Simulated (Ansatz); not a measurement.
Reaction (redistribution): `COC[SiH2]C` + `CB(O)O` → `COC[SiH2]O` + `CB(C)O`

Computed with Ansatz on PBE0-D4/def2-TZVP structures; ΔE is electronic, products minus reactants. CCSD(T)/CBS adds triple-zeta CCSD(T) − MP2 to the extrapolated MP2 energy (def2 sets, frozen cores). This one scheme is used for every species. DFT in def2-TZVPP. B3LYP here is the variant with VWN-RPA as its local correlation; programs differ in this. HSE06 is defined as in plane-wave codes. One conformer a species, not always the lowest.

| level | ΔE (kJ/mol) | difference from CCSD(T)/CBS |
| --- | --- | --- |
| PBE-D4 | 31.5 | 6.4 |
| BLYP-D4 | 28.0 | 2.9 |
| r2SCAN-D4 | 27.8 | 2.7 |
| r2SCAN0-D4 | 28.3 | 3.2 |
| HSE06-D4 | 31.1 | 6.0 |
| ωB97M-V | 26.8 | 1.7 |
| PBE-QIDH | 28.3 | 3.2 |
| revPBE | 31.8 | 6.7 |
| BLYP | 28.1 | 3.0 |
| B3LYP | 27.6 | 2.5 |
| HSE06 | 30.9 | 5.8 |
| CCSD/def2-SVP | 45.9 | 20.8 |
| CCSD(T)/def2-SVP | 46.8 | 21.7 |
| HF/def2-TZVPP | 25.9 | 0.8 |
| SCS-MP2/def2-TZVPP | 24.5 | -0.6 |
| HF/CBS(def2) | 25.2 | 0.1 |
| CCSD(T)/CBS | 25.1 | 0 |

Largest T1 diagnostic among the species: 0.012.

Leaving LDA and LC-ωPBE aside and taking each functional with its dispersion term where it has one, the values, not all of them listed here, spread over 5.5 kJ/mol, from ωB97X-V to PBE-D4. At CCSD(T), def2-SVP lies +21.7 kJ/mol from the extrapolated value and def2-TZVPP +2.0 kJ/mol.

CCSD(T)/CBS has its own doubt, a few kJ/mol and more with outer-core shells, so smaller differences from it don't rank the levels.
